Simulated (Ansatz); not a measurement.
`F[CH2][AlH][SiH3]` → `F[CH2][AlH2]` + `[SiH2]` at 298.15 K and 1 bar (silylene loss).

Gas-phase electronic energies from Ansatz, PBE0-D4/def2-TZVP geometries. CCSD(T)/CBS is the MP2 limit (def2-TZVPP, def2-QZVPP) plus CCSD(T) − MP2 in def2-TZVPP, frozen cores. This one scheme is used for every species. Each species was taken in one conformer, which may not be the lowest.

| species | CCSD(T)/CBS energy (Eh) | H − E (kJ/mol) | S (J/(mol·K)) |
| --- | --- | --- | --- |
| `F[CH2][AlH][SiH3]` | -672.50700 | 179.3 | 366.7 |
| `F[CH2][AlH2]` | -382.22364 | 124.9 | 292.3 |
| `[SiH2]` | -290.19011 | 40.6 | 207.5 |

H − E and S are ideal-gas, rigid-rotor, harmonic terms from PBE0-D4/def2-TZVP, for one conformer and one mirror image of each species. 1 Eh = 2625.50 kJ/mol, R = 8.31446 J/(mol·K).

**Question.** By hand: ΔE, ΔH, ΔS and ΔG.

**Answer.** ΔE = (-382.22364) + (-290.19011) − (-672.50700) = 0.09325 Eh = 244.8 kJ/mol. Δ(H − E) = 124.9 + 40.6 − 179.3 = -13.8, so ΔH = 231.0 kJ/mol. ΔS = 292.3 + 207.5 − 366.7 = 133.1 J/(mol·K). ΔG = 231.0 − 298.15 × (133.1)/1000 = 191.3 kJ/mol.

**Question.** By hand: the equilibrium constant, and the temperature at which ΔG would vanish if ΔH and ΔS stayed fixed.

**Answer.** log₁₀ K = −ΔG/(RT ln 10) = -33.5. ΔG = 0 at ΔH/ΔS = 1736 K.

The number of gas molecules changes by +1, which sets the sign of ΔS. A doubt of 5 kJ/mol in ΔE shifts log₁₀ K by 0.9 here. Other conformers and mirror images would add mixing entropy, several J/(mol·K) or more a flexible species. Modes under 60 cm⁻¹, often nearly free rotors, make the harmonic entropy too high. These are equilibria of isolated gas molecules and say nothing of rates. Largest T1 diagnostic: 0.014 (customary marks: 0.02 for closed shells, 0.045 for open ones).
